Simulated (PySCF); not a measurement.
## Where the electron goes

Compound: C5H14OSi.
Geometry (PBE0-D3(BJ)/def2-SVP, Å), atoms numbered from 1 in this order:
```xyz
21
C5H14OSi angstrom
C      3.058   -0.175    0.757
C      1.768   -0.489    0.035
O      0.738    0.315    0.543
Si    -0.870    0.216    0.066
C     -1.755    1.517    1.071
C     -1.009    0.571   -1.773
C     -1.540   -1.498    0.440
H      2.948   -0.361    1.836
H      3.885   -0.794    0.376
H      3.323    0.885    0.622
H      1.897   -0.319   -1.053
H      1.525   -1.564    0.158
H     -1.332    2.515    0.874
H     -1.650    1.313    2.148
H     -2.829    1.546    0.831
H     -0.478   -0.183   -2.376
H     -2.063    0.569   -2.094
H     -0.585    1.559   -2.015
H     -1.026   -2.276   -0.146
H     -1.420   -1.741    1.507
H     -2.613   -1.557    0.197
```

Computed, not measured: TDDFT wB97X-D/def2-SVPD, vertical, gas phase, core orbitals frozen in the response in PySCF 2.14.0, density-fitted response routines.

Kohn–Sham orbitals with the atoms that hold most of them (Löwdin shares over 4%, at most four atoms; ? is withheld):

```tsv
orbital	ε (eV)	atoms
LUMO+2	3.01	O3 12%, C1 9%, C5 8%, H16 8%
LUMO+1	2.80	C1 22%, C2 12%, H9 12%, C5 8%
LUMO	2.11	?
HOMO	?	?
HOMO-1	-10.02	O3 31%, C5 16%, Si4 13%, C6 8%
HOMO-2	-10.71	C7 18%, C6 16%, Si4 14%, O3 10%
HOMO-3	-10.81	O3 23%, C5 21%, Si4 13%, C2 10%
```

Give the leading atoms of the LUMO.

Si4 (bonded to 3 C and O) 17%; C7 (bonded to Si and 3 H) 10%; C6 (bonded to Si and 3 H) 9%; C5 (bonded to Si and 3 H) 7%. By element: carbon 26% or more, silicon 17%.

Which atoms hold the HOMO, and with what shares?

O3 (bonded to C and Si) 45%; C2 (bonded to C, O and 2 H) 10%; C6 (bonded to Si and 3 H) 10%; C7 (bonded to Si and 3 H) 9%. By element: oxygen 45%, carbon 29% or more.

What is the HOMO energy, and the HOMO–LUMO gap?

ε(HOMO) = -9.43 eV; the gap is 11.55 eV (0.4243 hartree).

How does S1 compare with the orbital gap of 11.55 eV?

S1 is at 7.57 eV (f = 0.010), 3.97 eV below the gap, made of HOMO→LUMO (84%). 

Give energy, strength and leading configuration of S1 and S2, and follow the Löwdin shares of the leading atoms from the occupied to the empty orbital.

- S1 (7.57 eV, f 0.010), HOMO→LUMO (84%): O3 45% → at most 7%, C2 10% → at most 7%, Si4 at most 10% → 17%, C7 9% → 10%
- S2 (8.17 eV, f 0.040), HOMO-1→LUMO (78%): O3 31% → at most 7%, C5 16% → 7%, Si4 13% → 17%, C7 at most 9% → 10%

One conformer stands for the species.
